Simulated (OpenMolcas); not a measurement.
**Ni VII: CASPT2 settings compared**

```
Program             : OpenMolcas 26.06
Basis               : ANO-L-VDZP [5s4p2d1f]
Scalar Hamiltonian  : non-relativistic, point nucleus
Active space        : 4 electrons in 5 orbitals (3d)
State averaging     : 2S+1 = 5 even, 5 roots; 2S+1 = 3 even, 11 roots (0 in the spin-orbit step)
Spin-orbit coupling : RASSI with atomic mean-field integrals over the reference wave functions, term energies averaged over their components
```

Methods on the same reference wave functions:
A. CASSCF
B. SS-CASPT2, IPEA 0 Eh, sigma1 regulariser 0.1 Eh (closed shells correlated: 3s 3p)
C. SS-CASPT2, IPEA 0.4 Eh, sigma1 regulariser 0.25 Eh (closed shells correlated: none)
D. SS-CASPT2, IPEA 0.4 Eh, no level shift (closed shells correlated: 3s 3p)

Energies in cm-1 above 3d4 5D0, the measured ground level; measured values from Corliss and Sugar, J. Phys. Chem. Ref. Data 10, 197 (1981).

```json
{"Level": "3d4 5D0", "A": "0.0", "B": "0.0", "C": "0.0", "D": "0.0", "Measured": "0.0"}
{"Level": "3d4 5D1", "A": "233", "B": "233", "C": "233", "D": "233", "Measured": "279"}
{"Level": "3d4 5D2", "A": "699", "B": "699", "C": "699", "D": "699", "Measured": "804"}
{"Level": "3d4 5D3", "A": "1399", "B": "1399", "C": "1399", "D": "1399", "Measured": "1520"}
{"Level": "3d4 5D4", "A": "2331", "B": "2330", "C": "2330", "D": "2330", "Measured": "2392"}
```

Deviations, from unrounded energies. A percentage is the sum of absolute deviations over the sum of measured energies, with the sign that they share, or ± where signs differ.

| Against measurement | Levels | A | B | C | D |
| --- | --- | --- | --- | --- | --- |
| mean absolute deviation (cm-1) | 4 | 83 | 83 | 83 | 83 |
| fine structure of the ground term (%) | 4 | -6.7 | -6.7 | -6.7 | -6.7 |

A, B, C, D lie about equally close to measurement. The largest miss of D in the table is 3d4 5D3, by -120 cm-1. The ranking rests on the paired levels alone, and a cruder setting can come out closer through cancelling errors.

Among B to D no level of the table moves by more than 5 cm-1.

The two smallest mean deviations differ by little beside CASPT2's spread within terms, so their order carries little weight.

The lowest spin-free term lies below A's lowest term by 0.169 hartree in B, 0.014 hartree in C, 0.163 hartree in D.

Term energies are means over components that CASPT2 splits; among the terms shown or strongly mixed into the levels shown the widest spread is 22 cm-1 (3d4 5D, D). Some high roots are left out of the spin-orbit mixing, which shifts the levels that they would mix with. The basis is small and was not contracted for so high a charge. Without dynamic correlation excited terms often stand tens of per cent too high (terms of higher spin than the ground term too low), and those without a measured partner can miss by more than the paired ones (holds for A). Measured partners are found by configuration, term and J. A level has none where our copy of the source lacks it or the pairing is in doubt (some pairs that miss far off the trend of their configuration count as doubtful), and it then counts in no deviation. Only configurations of the active space appear.
